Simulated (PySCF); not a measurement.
CH₇GeP.
SMILES: `[CH3][GeH2][PH2]`

Computed with MP2 and CCSD/aug-cc-pVDZ in PySCF, restricted Hartree–Fock reference, frozen core, non-relativistic, gas phase, PBE0-D3(BJ)/def2-SVP geometry.

E(HF) = -2458.02445 Eh.

Q: How large is the problem?

A: 149 basis functions and 60 electrons; 15 orbitals frozen, which leaves o = 15 correlated occupied and v = 119 virtual orbitals. That is o·v = 1785 singles and o·v(o·v + 1)/2 = 1594005 distinct closed-shell doubles amplitudes before symmetry; the costliest CCSD step grows as o²v⁴ = 4.5 × 10^10.

Q: What are the MP2 and CCSD correlation energies?

A: MP2 -0.4188 Eh and CCSD -0.4765 Eh, which gives totals of -2458.44330 and -2458.50094 Eh. That is 0.432 eV for each correlated electron at CCSD (1251 kJ/mol in all, 0.019 % of the total energy); MP2 gives 87.9 % of the CCSD value.

Q: What is the T1 diagnostic?

A: 0.0100, below the customary warning level of 0.02. It is the norm of the spatial-orbital singles amplitudes over the root of the number of correlated electrons, so the norm is 0.055.

Q: How does correlation change the dipole moment?

A: HF gives 1.07 D and CCSD (unrelaxed density) 0.94 D, a change of -0.13 D.

No triples correction and no basis-set extrapolation were made.

Conformer computed: `[CH3:1][GeH2:2][PH2:3]`: H–P3–Ge2–C1 72°, H–P3–Ge2–C1 166°.

One conformer stands for the species.
